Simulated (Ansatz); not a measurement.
## Nudged elastic band run: C3H11AlOSi

Input:

```yaml
crystal:
  periodic: [false, false, false]
  atoms:
    - { symbol: C, position_ang: [2.646938, 0.355085, 0.407045] }
    - { symbol: Al, position_ang: [1.434836, -0.850879, 1.298558] }
    - { symbol: O, position_ang: [-0.187858, -1.058016, 0.779327] }
    - { symbol: C, position_ang: [-0.630385, -0.173043, -0.332861] }
    - { symbol: C, position_ang: [-0.981027, 1.279413, 0.204581] }
    - { symbol: Si, position_ang: [-2.157628, -0.984499, -1.170987] }
    - { symbol: H, position_ang: [2.426908, 0.469485, -0.67129] }
    - { symbol: H, position_ang: [2.61073, 1.372722, 0.842381] }
    - { symbol: H, position_ang: [3.697114, 0.016989, 0.488681] }
    - { symbol: H, position_ang: [1.798077, -1.7297, 2.468056] }
    - { symbol: H, position_ang: [0.168296, -0.03628, -1.113484] }
    - { symbol: H, position_ang: [-0.083046, 1.758454, 0.649103] }
    - { symbol: H, position_ang: [-1.768536, 1.229487, 0.98353] }
    - { symbol: H, position_ang: [-1.343216, 1.927565, -0.619685] }
    - { symbol: H, position_ang: [-2.587096, -0.177344, -2.303707] }
    - { symbol: H, position_ang: [-1.809909, -2.313587, -1.647993] }
    - { symbol: H, position_ang: [-3.253199, -1.086254, -0.221154] }
basis:
  gaussian: { orbitals: STO-3G }
hamiltonian:
  xc: blyp
  dispersion: d4
neb:
  order_check: false
  images: 9
  f_tol: 0.05
  max_iterations: 35
  initial_path: idpp
  final_atoms:
    - { symbol: C, position_ang: [2.63036341, 0.39339995, 0.4571792] }
    - { symbol: Al, position_ang: [1.40900329, -0.79489187, 1.36042114] }
    - { symbol: O, position_ang: [-0.19911798, -1.03774624, 0.81039483] }
    - { symbol: C, position_ang: [-0.62066862, -0.1971425, -0.34373687] }
    - { symbol: C, position_ang: [-0.97828129, 1.27686895, 0.12682996] }
    - { symbol: Si, position_ang: [-2.13415397, -1.04000414, -1.17556997] }
    - { symbol: H, position_ang: [2.58796154, 1.4199444, 0.87089968] }
    - { symbol: H, position_ang: [3.68002149, 0.05874376, 0.5581179] }
    - { symbol: H, position_ang: [2.42233685, 0.48455165, -0.62572582] }
    - { symbol: H, position_ang: [1.75248379, -1.62596131, 2.56989244] }
    - { symbol: H, position_ang: [0.19190884, -0.09344516, -1.11521851] }
    - { symbol: H, position_ang: [-0.08707946, 1.7740518, 0.56541634] }
    - { symbol: H, position_ang: [-1.77881706, 1.26021171, 0.89412669] }
    - { symbol: H, position_ang: [-1.3261292, 1.88966914, -0.73013682] }
    - { symbol: H, position_ang: [-2.53987253, -0.28014488, -2.34900215] }
    - { symbol: H, position_ang: [-1.78102207, -2.38843581, -1.59035716] }
    - { symbol: H, position_ang: [-3.24793802, -1.10007147, -0.24342988] }
```

Command:

```bash
$ ansatz run input.yaml --threads 1 --pin off --max-ram 2048MiB --backend cpu --events-out ev --progress --plain --runs-dir out
```

Output, in part (warnings, iteration lines, the closing report on the highest movable image, with atoms numbered from 0):

```
NEB end point (image 0): max|allowed force component| = 5.551e-3 eV/Å (the criterion of neb.relax_end_points is 1.000e-2)
NEB end point (image 10): max|allowed force component| = 1.003e-2 eV/Å (the criterion of neb.relax_end_points is 1.000e-2)
NEB iter   1: max|band force component| = 8.877e-1 eV/Å  barrier→ = 0.1548 eV  barrier← = 0.1547 eV  Δτ_max = 0.2000 Å  (265 SCF iters)
NEB iter   2: max|band force component| = 2.067e-1 eV/Å  barrier→ = 0.0170 eV  barrier← = 0.0169 eV  CI = image 5  Δτ_max = 0.0512 Å  (228 SCF iters)
NEB iter   3: max|band force component| = 5.058e-2 eV/Å  barrier→ = 0.0072 eV  barrier← = 0.0071 eV  CI = image 5  Δτ_max = 0.0442 Å  (226 SCF iters)
NEB iter   4: max|band force component| = 7.065e-2 eV/Å  barrier→ = 0.0061 eV  barrier← = 0.0060 eV  CI = image 4  Δτ_max = 0.0326 Å  (200 SCF iters)
NEB iter   5: max|band force component| = 1.728e-2 eV/Å  barrier→ = 0.0059 eV  barrier← = 0.0058 eV  CI = image 4  Δτ_max = 0.0000 Å  (430 SCF iters)
Total energy: -19571.69770791 eV, -719.2466245926 hartree
Atom 0 at     2.610975     0.548450     0.515656 Å, force    -0.001376    -0.004888    -0.002563 eV/Å
Atom 1 at     1.395099    -0.615384     1.457177 Å, force    -0.007522     0.000643     0.001752 eV/Å
Atom 2 at    -0.182055    -0.965043     0.878455 Å, force    -0.002729     0.006634    -0.001215 eV/Å
Atom 3 at    -0.604638    -0.230062    -0.345615 Å, force     0.003235    -0.001670     0.002570 eV/Å
Atom 4 at    -1.092074     1.237119     0.018607 Å, force    -0.000194    -0.004145    -0.003775 eV/Å
Atom 5 at    -2.013090    -1.230911    -1.186949 Å, force    -0.003470     0.002922     0.003778 eV/Å
Atom 6 at     2.118348     1.193316    -0.234740 Å, force    -0.002449     0.003058    -0.005869 eV/Å
Atom 7 at     3.149961     1.218979     1.211658 Å, force     0.005992     0.001228     0.001696 eV/Å
Atom 8 at     3.387926    -0.028556    -0.022964 Å, force     0.004574    -0.000841     0.002223 eV/Å
Atom 9 at     1.733253    -1.354094     2.726673 Å, force     0.002625    -0.002135    -0.000914 eV/Å
Atom 10 at     0.234750    -0.111918    -1.085274 Å, force     0.000033     0.003456     0.002825 eV/Å
Atom 11 at    -0.263689     1.824056     0.468959 Å, force     0.000740    -0.001016     0.000732 eV/Å
Atom 12 at    -1.926952     1.202215     0.747337 Å, force    -0.001400    -0.000150     0.001140 eV/Å
Atom 13 at    -1.439764     1.773189    -0.888369 Å, force    -0.000017    -0.000685     0.000670 eV/Å
Atom 14 at    -2.414773    -0.576476    -2.423687 Å, force     0.000407    -0.000276    -0.000492 eV/Å
Atom 15 at    -1.550215    -2.574386    -1.496714 Å, force     0.003930     0.001699     0.000350 eV/Å
Atom 16 at    -3.162064    -1.310896    -0.300108 Å, force    -0.002378    -0.003834    -0.002909 eV/Å
Dipole moment:     0.016077     0.108009    -0.117014 e Å
```

The run converged. The top lies less than 8 meV above the higher end, about what the thresholds resolve: that end is a shoulder or a very shallow well. A vibrational analysis at the climbing image gives one clearly imaginary mode, 63i cm⁻¹: a first-order saddle point. Limits of this set-up: minimal basis.

Final band (atoms are numbered from 1 in the order of the input):

| image | path coordinate (Å) | energy (eV) | dihedral H9–C1–Al2–O3 (°) |
| --- | --- | --- | --- |
| 0 | 0.00 | 0.000 | -151 |
| 1 | 0.36 | 0.001 | -139 |
| 2 | 0.73 | 0.003 | -127 |
| 3 | 1.09 | 0.005 | -115 |
| 4 | 1.45 | 0.006 | -103 |
| 5 | 1.83 | 0.006 | -91 |
| 6 | 2.20 | 0.004 | -78 |
| 7 | 2.57 | 0.002 | -66 |
| 8 | 2.95 | 0.001 | -53 |
| 9 | 3.32 | 0.000 | -41 |
| 10 | 3.70 | 0.000 | -29 |

The run took 3.6 min on 1 thread of Intel(R) Xeon(R) Processor @ 2.70GHz (shared host), peak memory 0.13 GiB.
